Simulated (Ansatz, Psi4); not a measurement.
Process, species as SMILES: F[Si](F)(N)F -> [NH][Si](F)(F)F + H atom (the H-N bond breaks)

Quantity: bond dissociation energy (electronic), in kcal/mol. Set-up: no spin-orbit coupling; UHF or UKS for open shells; LANL2DZ with its own core potentials from Na on; no dispersion term unless named; 6-31G* and kin with 6d, 5d where marked; 6-311+G** with 5d, 6d on Na to Ar in Ansatz (a quantum-chemistry and plane-wave program); valence correlation only; non-relativistic. CBS(X,Y): correlation extrapolated as X^-3; Hartree-Fock from the larger set. Ab initio and DFT rows: single points at B3LYP-D3(BJ) geometries (Ansatz).

Coupled cluster (Ansatz) is a level with limits of its own, used here on species with T1 under 0.025 (0.045 for open shells) and stable references: CCSD(T)/CBS(cc-pV(T+d)Z,cc-pV(Q+d)Z).

Value to compare with, CCSD(T)/CBS(cc-pV(T+d)Z,cc-pV(Q+d)Z) (Ansatz): 123.6 kcal/mol.

```json
[
 {"level": "HF/6-31G*", "program": "Ansatz", "bond dissociation energy (electronic) (kcal/mol)": "90.3", "difference": "-33.3"},
 {"level": "HF/6-311+G**", "program": "Ansatz", "bond dissociation energy (electronic) (kcal/mol)": "93.5", "difference": "-30.1"},
 {"level": "PBE/3-21G", "program": "Ansatz", "bond dissociation energy (electronic) (kcal/mol)": "125.5", "difference": "1.9"},
 {"level": "B3LYP/STO-3G", "program": "Ansatz", "bond dissociation energy (electronic) (kcal/mol)": "128.9", "difference": "5.3"},
 {"level": "B3LYP/LANL2DZ", "program": "Ansatz", "bond dissociation energy (electronic) (kcal/mol)": "130.4", "difference": "6.8"},
 {"level": "B3LYP/6-31G*", "program": "Ansatz", "bond dissociation energy (electronic) (kcal/mol)": "117.2", "difference": "-6.4"},
 {"level": "wB97X-D/6-31G*", "program": "Psi4", "bond dissociation energy (electronic) (kcal/mol)": "119.8", "difference": "-3.8"},
 {"level": "MP2/STO-3G", "program": "Ansatz", "bond dissociation energy (electronic) (kcal/mol)": "112.5", "difference": "-11.1"},
 {"level": "MP2/3-21G", "program": "Ansatz", "bond dissociation energy (electronic) (kcal/mol)": "117.8", "difference": "-5.8"},
 {"level": "MP2/6-31G*", "program": "Ansatz", "bond dissociation energy (electronic) (kcal/mol)": "113.3", "difference": "-10.3"},
 {"level": "B3LYP-D3(BJ)/def2-TZVPD", "program": "Ansatz + dftd3", "bond dissociation energy (electronic) (kcal/mol)": "120.2", "difference": "-3.4"},
 {"level": "wB97M-V/def2-TZVPD", "program": "Ansatz", "bond dissociation energy (electronic) (kcal/mol)": "122.2", "difference": "-1.4"}
]
```

Among the 10 habitual levels, HF/6-31G* lies farthest from CCSD(T)/CBS(cc-pV(T+d)Z,cc-pV(Q+d)Z) (Ansatz) (-33.3 kcal/mol) and PBE/3-21G nearest (1.9); 3 of 10 lie above it, and their mean absolute difference is 11.5 kcal/mol, the median 6.6. One case shows no general order.

The levels are drawn from those run, B3LYP/6-31G* more often than the rest, none by its result; left out are runs that failed, that the program found above a lower state of the same kind, or whose <S^2> lies over 0.5 above the pure value.
